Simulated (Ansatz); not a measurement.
Start from `C[SiH2]C#N` and change one atom or group to get `C[SiH](F)C#N`.

Ansatz, PBE0-D4/def2-TZVP geometries, multiplicity 1. 

```csv
property,`C[SiH2]C#N`
HOMO energy (PBE0/def2-TZVPP) / eV,-9.53
LUMO energy (ωB97M-V/def2-TZVPP) / eV,1.34
HOMO–LUMO gap (B3LYP/def2-TZVPP) / eV,8.54
LUMO energy (B3LYP/def2-TZVPP) / eV,-0.75
HOMO–LUMO gap (PBE0/def2-TZVPP) / eV,9.01
LUMO energy (PBE/def2-TZVPP) / eV,-1.47
```

Q: Give the same properties after the change, and the shifts. (An estimate is asked.)

A: Ansatz gave: 
```tsv
property	`C[SiH](F)C#N`	shift
HOMO energy (PBE0/def2-TZVPP) / eV	-9.71	-0.18
LUMO energy (ωB97M-V/def2-TZVPP) / eV	1.00	-0.34
HOMO–LUMO gap (B3LYP/def2-TZVPP) / eV	8.24	-0.30
LUMO energy (B3LYP/def2-TZVPP) / eV	-1.24	-0.49
HOMO–LUMO gap (PBE0/def2-TZVPP) / eV	8.69	-0.32
LUMO energy (PBE/def2-TZVPP) / eV	-1.99	-0.52
```

With PBE0 the HOMO falls by 0.18 eV and the LUMO falls by 0.50 eV, so the gap narrows by about 0.32 eV. PBE moves the HOMO by -0.12 eV and ωB97M-V by -0.17 eV.

B3LYP here is the variant with VWN-RPA as its local correlation; programs differ in this.
